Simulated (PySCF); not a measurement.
**A small calculation by hand: entropy of an ideal gas**

selenium dioxide (O₂Se), SMILES O=[Se]=O.

Coordinates come from a PBE0-D3(BJ)/def2-TZVP optimisation.

PySCF with PBE0-D3(BJ)/def2-TZVP gives the harmonic wavenumbers 383, 1012, 1052 cm⁻¹ and the rotational temperatures 1.3964, 0.4224, 0.3243 K. The molar mass is 110.97 g/mol, the symmetry number 2, the spin multiplicity 1.

Question: Work out the entropy at 298.15 K and 1 atm in the rigid-rotor, harmonic-oscillator model.

Answer: 
Translation (Sackur–Tetrode at 1 atm): S = R[1.5 ln M + 2.5 ln T − 1.16487] = 167.5 J/(mol K).
Rotation: q = (√π/σ) T^1.5/√(θA θB θC) = 10400, S = R[ln q + 3/2] = 89.4 J/(mol K).
Vibration: with u = 1.4388 ν/T, each mode gives R[u/(e^u − 1) − ln(1 − e^−u)]:
```json
[
 {"ν (cm⁻¹)": "383", "modes": "1", "u": "1.85", "S (J/(mol K))": "4.30"},
 {"ν (cm⁻¹)": "1012", "modes": "1", "u": "4.88", "S (J/(mol K))": "0.37"},
 {"ν (cm⁻¹)": "1052", "modes": "1", "u": "5.08", "S (J/(mol K))": "0.32"}
]
```
These are all the modes. Sum 5.0 J/(mol K).
Spin: R ln 1 = 0.0 J/(mol K).
Total 261.9 J/(mol K); the program's own thermochemistry gives 261.9. Translation makes up 64 % and vibration 2 %. Anharmonicity, hindered rotation and orbital degeneracy are left out.
